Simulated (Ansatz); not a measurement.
Geometry optimisation, Ansatz, RKS PBE/def2-SVP.

Input:

```yaml
crystal:
  periodic: [false, false, false]
  atoms:
    - { symbol: Hf, position_ang: [0.0, 0.0, 0.0] }
    - { symbol: O, position_ang: [0.0, 0.0, 2.07] }
    - { symbol: H, position_ang: [-0.9095, -0.2814, 2.4071] }
    - { symbol: F, position_ang: [1.8671, 0.0, -0.6593] }
    - { symbol: F, position_ang: [-0.9326, 1.6157, -0.6593] }
    - { symbol: Cl, position_ang: [-1.1869, -2.0563, -0.8392] }
basis:
  gaussian: { orbitals: def2-SVP }
hamiltonian:
  xc: pbe
relax:
  f_tol: 0.02
  max_steps: 40
```

Launched with:

```bash
$ ansatz run input.yaml --threads 1 --pin off --max-ram 2048MiB --backend cpu --events-out ev --progress --plain --runs-dir out
```

Problem. Where does it end, and by what steps?

Solution. It converged. After 9 steps the energy has fallen by 0.622 eV; H3 moved furthest, 0.62 Å.

```csv
step,energy less start (eV),largest force component (eV/Å),accepted
0,0.0000,2.130,yes
1,-0.3952,1.364,yes
2,-0.5122,0.640,yes
3,-0.5400,0.363,yes
4,-0.5614,0.922,yes
5,-0.6098,0.180,yes
6,-0.6203,0.143,yes
7,-0.6218,0.025,yes
8,-0.6218,0.045,yes
9,-0.6219,0.005,yes
```

```xyz
6
Properties=species:S:1:pos:R:3
Hf -0.108 -0.063 -0.054
O -0.355 -0.108 1.841
H -0.466 -0.096 2.800
F 1.768 -0.009 -0.447
F -0.913 1.529 -0.760
Cl -1.087 -1.973 -1.061
```

Run time: 48 s on 1 thread of Arm Neoverse V2, on a shared host, peak memory 0.18 GiB.
